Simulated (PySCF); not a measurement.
## NMR data sheet: C4H9NSi3

| Quantity | Value |
| --- | --- |
| Formula | C4H9NSi3 |
| SMILES | C=C[Si@@H]1[SiH2][SiH2][C@@H]1C#N |
| Point group of the computed structure | C1 |
| Degrees of unsaturation | 4 |
| Carbon signals | 4 |
| Proton signals | 9 |

Numbering as in the mapped SMILES `[CH2:1]=[CH:2][Si@@H:3]1[SiH2:4][SiH2:5][C@@H:6]1[C:7]#[N:8]`. Each H is labelled by its parent atom. Ha(Si4), Ha(Si5) are cis to C2 on the ring; Ha(C1) is cis to Si3; Hb(Si4), Hb(Si5) are trans to C2 on the ring; Hb(C1) is trans to Si3.

PySCF 2.14 calculation with geometry from GFN2-xTB and σ from GIAO-PBE0/pcSseg-1; single conformer, non-relativistic Hamiltonian, no solvent model.

References, each an isolated molecule treated in the same way: TMS for $^{1}$H, $^{13}$C, $^{29}$Si; $^{15}$N vs NH3.

| carbon | δC, type | δH (multiplicity) | HMBC from (2–3 bonds) | span of the C tensor (ppm) |
| --- | --- | --- | --- | --- |
| C1 | 153.5, CH2 | Ha(C1) 6.54 (m); Hb(C1) 7.21 (m) | H(C2), H(Si3) | 261 |
| C2 | 134.9, CH | 6.52 (m) | Hb(C1), Ha(C1), H(Si3), Hb(Si4), Ha(Si4), H(C6) | 237 |
| C6 | 1.5, CH | 2.05 (m) | H(C2), H(Si3), Hb(Si5), Ha(Si5), Hb(Si4), Ha(Si4) | 38 |
| C7 | 124.3, C | – | H(Si3), Hb(Si5), Ha(Si5), H(C6) | 350 |

Other nuclei:
```json
{"atoms": "H(Si3)", "nucleus": "$^{1}$H", "environment": "hydrogen on a silicon bonded to 2 C, Si, in a 4-membered ring", "δ (ppm)": "5.19", "σ (ppm)": "26.52"}
{"atoms": "Hb(Si5)", "nucleus": "$^{1}$H", "environment": "hydrogen on a silicon bonded to C, Si, in a 4-membered ring", "δ (ppm)": "4.97", "σ (ppm)": "26.75"}
{"atoms": "Ha(Si5)", "nucleus": "$^{1}$H", "environment": "hydrogen on a silicon bonded to C, Si, in a 4-membered ring", "δ (ppm)": "4.83", "σ (ppm)": "26.89"}
{"atoms": "Hb(Si4)", "nucleus": "$^{1}$H", "environment": "hydrogen on a silicon bonded to 2 Si, in a 4-membered ring", "δ (ppm)": "4.43", "σ (ppm)": "27.29"}
{"atoms": "Ha(Si4)", "nucleus": "$^{1}$H", "environment": "hydrogen on a silicon bonded to 2 Si, in a 4-membered ring", "δ (ppm)": "4.35", "σ (ppm)": "27.37"}
{"atoms": "Si3", "nucleus": "$^{29}$Si", "environment": "silicon bonded to 2 C, Si, H, in a 4-membered ring", "δ (ppm)": "-32.2", "σ (ppm)": "381.4"}
{"atoms": "Si5", "nucleus": "$^{29}$Si", "environment": "silicon bonded to C, Si, 2 H, in a 4-membered ring", "δ (ppm)": "-47.1", "σ (ppm)": "396.2"}
{"atoms": "Si4", "nucleus": "$^{29}$Si", "environment": "silicon bonded to 2 Si, 2 H, in a 4-membered ring", "δ (ppm)": "-80.6", "σ (ppm)": "429.7"}
{"atoms": "N8", "nucleus": "$^{15}$N", "environment": "nitrile nitrogen", "δ (ppm)": "298.6", "σ (ppm)": "-30.9"}
```

1. Carbon types of the structure: 1 × C, 2 × CH, 1 × CH2, leaving 5 H on heteroatoms.
2. δC 153.5: terminal =CH2 carbon; an sp2 carbon of a C=C bond.
3. δC 134.9: alkene CH; as expected for a trigonal carbon in a double bond.
4. δC 124.3: nitrile carbon; typical of a nitrile.
5. δC 1.5: sp3 CH bonded to 2 Si, α to a nitrile; an electropositive neighbour leaves it electron-rich and shielded.
6. δH 6.52: hydrogen on an alkene CH; attached to an sp2 carbon and in the plane of the double bond.

Shifts are as computed. Against solution values, carbons near 30 ppm lie about +3 ppm off and those near 130 ppm about +5 ppm. Of 1309 compounds with measured shifts, 239 miss one by over three times the rms of a fit or turn the order of signals round; such compounds aren't used in these exercises. Experimental scales use liquid or dissolved standards, which lie at an offset from isolated NH3 (liquid NH3: subtract about 20 ppm). Unscaled 15N shifts of sp2 nitrogen come out 20 to 40 ppm too high even then. No couplings were computed; multiplicities are counted from neighbouring protons, with m where these are inequivalent, close in shift, in a saturated or five-membered ring or joined by F or P, and br s for small geminal =CH2 splittings.
